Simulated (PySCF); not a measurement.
# Peak assignment

Mapped SMILES: `[CH3:1][CH:2]([CH3:3])[SiH:4]([CH3:5])[CH3:6]`; H(Xn) means a hydrogen on atom n.

Single conformer, fast rotation and ring inversion assumed for equivalent nuclei, non-relativistic Hamiltonian, no solvent. GFN2-xTB geometry; GIAO PBE0/pcSseg-1 shieldings; PySCF 2.14.0 with density-fitted response routines.

Shifts are taken against calculated references (same method and geometry level): TMS for $^{13}$C (186.93 ppm) and $^{1}$H (31.72 ppm).

(1) Assign these signals to the numbered atoms. $^{13}$C{$^{1}$H} NMR (computed): δ 20.9 (CH3), 19.3 (CH), -4.7 (CH3).

(2) Assign these signals to the numbered atoms. $^{1}$H NMR (400 MHz, computed): δ 4.05 (m, 1H), 1.08 (d, 6H), 0.69 (m, 1H), 0.05 (d, 6H).

Results:

(1) 
| δ (ppm) | atoms | environment | reason |
| --- | --- | --- | --- |
| 20.9 | C1/C3 | methyl carbon | a saturated carbon with 1 carbon neighbour and no heteroatom attached |
| 19.3 | C2 | sp3 CH bonded to Si | – |
| -4.7 | C5/C6 | methyl carbon bonded to Si | an electropositive neighbour leaves it electron-rich and shielded |

C1/C3 and C2 lie closer than the usual error of such a calculation, so a measured spectrum could show them in the other order.

(2) 
| δ (ppm) | atoms | environment | reason |
| --- | --- | --- | --- |
| 4.05 | H(Si4) | hydrogen on a silicon bonded to 3 C | – |
| 1.08 | H(C1)/H(C3) | hydrogen on a methyl carbon | – |
| 0.69 | H(C2) | hydrogen on an sp3 CH bonded to Si | an electropositive neighbour shields it, as in TMS itself |
| 0.05 | H(C5)/H(C6) | hydrogen on a methyl carbon bonded to Si | an electropositive neighbour shields it, as in TMS itself |

Shifts are as computed. Against solution values, carbons near 30 ppm lie about +3 ppm off and those near 130 ppm about +5 ppm. Of 1211 compounds with measured shifts, 218 miss one by over three times the rms of a fit or turn the order of signals round; such compounds aren't used in these exercises. Multiplicities follow the n + 1 count of equivalent neighbours, as no J values were calculated; m marks all less simple cases, F and P coupling included.
